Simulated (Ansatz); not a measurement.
Consider the silylene formation by 1,1-elimination: `N[SiH](N)F` → H–F + `N[Si]N`.

Calculated with Ansatz (gas phase, PBE0-D4/def2-TZVP geometries, no zero-point term in ΔE). CBS: MP2 limit from def2 TZ/QZ plus the TZ coupled-cluster correction, frozen cores. This one scheme is used for every species. Functionals use def2-TZVPP. HSE06 is defined as in plane-wave codes. One conformer a species, not always the lowest.

(1) Is it downhill or uphill in electronic energy at CCSD(T)/CBS, and by how much? (An estimate is asked.)

(2) What do these levels give: LDA (SPW92), B97M-V, HSE06-D4, ωB97M-V, PBE, r2SCANh, CAM-B3LYP, LC-ωPBE, RPA@PBE/def2-TZVPP, HF/def2-SVP, MP2/def2-SVP, SCS-MP2/def2-TZVPP? (Best estimate.)

Largest T1 diagnostic among the species: 0.013.

Results:

(1) Computed: Uphill: ΔE = +2.96 eV.

(2) Ansatz gave: LDA (SPW92) 3.03, B97M-V 3.04, HSE06-D4 2.95, ωB97M-V 2.93, PBE 2.73, r2SCANh 3.12, CAM-B3LYP 3.03, LC-ωPBE 3.12, RPA@PBE/def2-TZVPP 2.78, HF/def2-SVP 2.98, MP2/def2-SVP 2.90, SCS-MP2/def2-TZVPP 3.01 eV.

In def2-TZVPP, CCSD(T) changes the Hartree–Fock value by −0.22 eV (the triples alone add −0.03 eV) and MP2 by −0.10 eV. At CCSD(T), def2-SVP lies −0.22 eV from the extrapolated value and def2-TZVPP −0.04 eV. The D4 term adds +0.06 eV with B3LYP and +0.03 eV with PBE0; it sums over pairs of atoms, weighted by their polarisabilities, and B3LYP, whose exchange is more repulsive, gets the larger term.

B3LYP here is the variant with VWN-RPA as its local correlation; programs differ in this.
